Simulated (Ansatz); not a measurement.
cis-[VF2(H2O)4]+ (VO4F2H8⁺). Charge 1, multiplicity 3. Geometry PBE0-D4/def2-SVP.

```xyz
15

V     0.404    0.086    0.159
F     1.606   -1.161    0.504
O    -1.404    1.059   -0.458
H    -1.746    0.921   -1.353
H    -1.384    2.015   -0.308
F     0.986    1.711    0.528
O    -0.883   -1.516   -0.453
H    -1.692   -1.671    0.055
H    -0.425   -2.368   -0.506
O    -0.268   -0.168    2.128
H    -0.288    0.637    2.667
H     0.342   -0.773    2.578
O     1.209    0.344   -1.759
H     1.877   -0.316   -1.998
H     1.665    1.200   -1.785
```

**Question.** Estimate the α-spin orbital energies around the gap (eV) in Ansatz with HF/def2-TZVP, r2SCAN-D4/def2-TZVP, PBE0-D4/def2-TZVP, BHLYP-D4/def2-TZVP, ωB97M-V/def2-TZVP.

**Answer.** 
```json
{"orbital": "HOMO−9", "HF/def2-TZVP": "-21.04", "r2SCAN-D4/def2-TZVP": "-14.41", "PBE0-D4/def2-TZVP": "-15.90", "BHLYP-D4/def2-TZVP": "-17.80", "ωB97M-V/def2-TZVP": "-18.47"}
{"orbital": "HOMO−8", "HF/def2-TZVP": "-20.88", "r2SCAN-D4/def2-TZVP": "-14.15", "PBE0-D4/def2-TZVP": "-15.70", "BHLYP-D4/def2-TZVP": "-17.74", "ωB97M-V/def2-TZVP": "-18.30"}
{"orbital": "HOMO−7", "HF/def2-TZVP": "-20.72", "r2SCAN-D4/def2-TZVP": "-13.94", "PBE0-D4/def2-TZVP": "-15.55", "BHLYP-D4/def2-TZVP": "-17.54", "ωB97M-V/def2-TZVP": "-18.16"}
{"orbital": "HOMO−6", "HF/def2-TZVP": "-20.50", "r2SCAN-D4/def2-TZVP": "-13.89", "PBE0-D4/def2-TZVP": "-15.39", "BHLYP-D4/def2-TZVP": "-17.32", "ωB97M-V/def2-TZVP": "-17.95"}
{"orbital": "HOMO−5", "HF/def2-TZVP": "-20.09", "r2SCAN-D4/def2-TZVP": "-13.65", "PBE0-D4/def2-TZVP": "-15.13", "BHLYP-D4/def2-TZVP": "-17.01", "ωB97M-V/def2-TZVP": "-17.69"}
{"orbital": "HOMO−4", "HF/def2-TZVP": "-19.97", "r2SCAN-D4/def2-TZVP": "-13.48", "PBE0-D4/def2-TZVP": "-14.98", "BHLYP-D4/def2-TZVP": "-16.89", "ωB97M-V/def2-TZVP": "-17.52"}
{"orbital": "HOMO−3", "HF/def2-TZVP": "-19.50", "r2SCAN-D4/def2-TZVP": "-13.06", "PBE0-D4/def2-TZVP": "-14.47", "BHLYP-D4/def2-TZVP": "-16.36", "ωB97M-V/def2-TZVP": "-16.97"}
{"orbital": "HOMO−2", "HF/def2-TZVP": "-19.40", "r2SCAN-D4/def2-TZVP": "-12.91", "PBE0-D4/def2-TZVP": "-14.41", "BHLYP-D4/def2-TZVP": "-16.33", "ωB97M-V/def2-TZVP": "-16.91"}
{"orbital": "HOMO−1", "HF/def2-TZVP": "-18.47", "r2SCAN-D4/def2-TZVP": "-9.31", "PBE0-D4/def2-TZVP": "-11.31", "BHLYP-D4/def2-TZVP": "-14.05", "ωB97M-V/def2-TZVP": "-13.96"}
{"orbital": "HOMO", "HF/def2-TZVP": "-17.92", "r2SCAN-D4/def2-TZVP": "-8.95", "PBE0-D4/def2-TZVP": "-10.94", "BHLYP-D4/def2-TZVP": "-13.62", "ωB97M-V/def2-TZVP": "-13.57"}
{"orbital": "LUMO", "HF/def2-TZVP": "-1.84", "r2SCAN-D4/def2-TZVP": "-7.49", "PBE0-D4/def2-TZVP": "-6.27", "BHLYP-D4/def2-TZVP": "-4.73", "ωB97M-V/def2-TZVP": "-3.87"}
{"orbital": "LUMO+1", "HF/def2-TZVP": "-0.57", "r2SCAN-D4/def2-TZVP": "-5.75", "PBE0-D4/def2-TZVP": "-4.61", "BHLYP-D4/def2-TZVP": "-3.80", "ωB97M-V/def2-TZVP": "-3.01"}
{"orbital": "LUMO+2", "HF/def2-TZVP": "-0.41", "r2SCAN-D4/def2-TZVP": "-5.20", "PBE0-D4/def2-TZVP": "-4.50", "BHLYP-D4/def2-TZVP": "-3.25", "ωB97M-V/def2-TZVP": "-2.36"}
{"orbital": "LUMO+3", "HF/def2-TZVP": "-0.24", "r2SCAN-D4/def2-TZVP": "-4.52", "PBE0-D4/def2-TZVP": "-4.14", "BHLYP-D4/def2-TZVP": "-2.76", "ωB97M-V/def2-TZVP": "-1.99"}
{"orbital": "LUMO+4", "HF/def2-TZVP": "-0.14", "r2SCAN-D4/def2-TZVP": "-3.28", "PBE0-D4/def2-TZVP": "-3.12", "BHLYP-D4/def2-TZVP": "-2.48", "ωB97M-V/def2-TZVP": "-1.56"}
{"orbital": "LUMO+5", "HF/def2-TZVP": "1.00", "r2SCAN-D4/def2-TZVP": "-3.07", "PBE0-D4/def2-TZVP": "-2.93", "BHLYP-D4/def2-TZVP": "-2.22", "ωB97M-V/def2-TZVP": "-1.36"}
{"orbital": "β HOMO", "HF/def2-TZVP": "-19.21", "r2SCAN-D4/def2-TZVP": "-12.80", "PBE0-D4/def2-TZVP": "-14.25", "BHLYP-D4/def2-TZVP": "-16.12", "ωB97M-V/def2-TZVP": "-16.74"}
{"orbital": "β LUMO", "HF/def2-TZVP": "-1.82", "r2SCAN-D4/def2-TZVP": "-6.32", "PBE0-D4/def2-TZVP": "-5.20", "BHLYP-D4/def2-TZVP": "-3.96", "ωB97M-V/def2-TZVP": "-3.14"}
```
